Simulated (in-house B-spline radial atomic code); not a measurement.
Successive ionisation energies of holmium; each step leads to the configuration of the next row (after the last: [Ne] 3s2 3p2). Dirac energy differences include first-order Breit, QED and recoil terms. NIST's values go from ground level to ground level; the uncertainty of those that are theory runs from under 0.1 % in few-electron ions to several per cent in heavy many-electron ones. Computed with an all-electron radial atomic-structure program (B-spline basis): Dirac-Hartree-Fock, average of the configuration, finite nuclei.

```csv
ion,configuration,ionisation energy (eV),tabulated value (eV),tabulated kind,computed minus tabulated (eV),highest orbital,largest mean radius (bohr)
Ho36+,[Ar] 3d10 4s2 4p1,1559.0,1598,tabulated theory,-39,4p3/2,0.47365
Ho37+,[Ar] 3d10 4s2,1719.6,1719,tabulated theory,1,4s1/2,0.45578
Ho38+,[Ar] 3d10 4s1,?,?,semi-empirical,?,?,?
Ho39+,[Ar] 3d10,3034.7,3018,tabulated theory,17,3d5/2,0.22639
Ho40+,[Ar] 3d9,3147.0,3125,tabulated theory,22,3d5/2,0.22491
Ho41+,[Ar] 3d8,3260.9,3238,tabulated theory,23,3d5/2,0.22344
Ho42+,[Ar] 3d7,3376.3,3359,tabulated theory,17,3d5/2,0.22199
Ho43+,[Ar] 3d6,3493.3,3476,tabulated theory,17,3d5/2,0.22055
Ho44+,[Ar] 3d5,3611.8,3592,tabulated theory,20,3d5/2,0.21913
Ho45+,[Ar] 3d4,?,?,tabulated theory,?,?,?
Ho46+,[Ar] 3d3,?,?,tabulated theory,?,?,?
Ho47+,[Ar] 3d2,3976.8,4009,tabulated theory,-32,3d5/2,0.21524
Ho48+,[Ar] 3d1,4101.6,4131,tabulated theory,-29,3d5/2,0.2141
Ho49+,[Ne] 3s2 3p6,4541.6,4469,tabulated theory,73,3p3/2,0.21296
Ho50+,[Ne] 3s2 3p5,4652.5,4576,tabulated theory,77,3p3/2,0.21207
Ho51+,[Ne] 3s2 3p4,4764.5,4693,tabulated theory,71,3p3/2,0.21118
Ho52+,[Ne] 3s2 3p3,4877.3,4802,tabulated theory,75,3p3/2,0.2103
```

Problem. Fill in the row of Ho38+.

Solution. ionisation energy (eV): 1772.8; tabulated value (eV): 1773.6; computed minus tabulated (eV): -1; highest orbital: 4s1/2; largest mean radius (bohr): 0.45294.

Problem. Fill in the row of Ho45+.

Solution. ionisation energy (eV): 3731.9; tabulated value (eV): 3760; computed minus tabulated (eV): -28; highest orbital: 3d5/2; largest mean radius (bohr): 0.21772.

Problem. Fill in the row of Ho46+.

Solution. ionisation energy (eV): 3853.6; tabulated value (eV): 3880; computed minus tabulated (eV): -26; highest orbital: 3d5/2; largest mean radius (bohr): 0.21639.

Problem. Where is the largest jump?

Solution. From Ho38+ to Ho39+, by a factor of 1.71 (1772.8 to 3034.7 eV); the highest orbital goes from 4s1/2 to 3d5/2.

Where a p, d or f electron is removed, the computed value is a mean over both j, so it misses the tabulated one by a part of the spin-orbit splitting; averaging over terms and missing correlation add to the gap, relatively most at low charge.
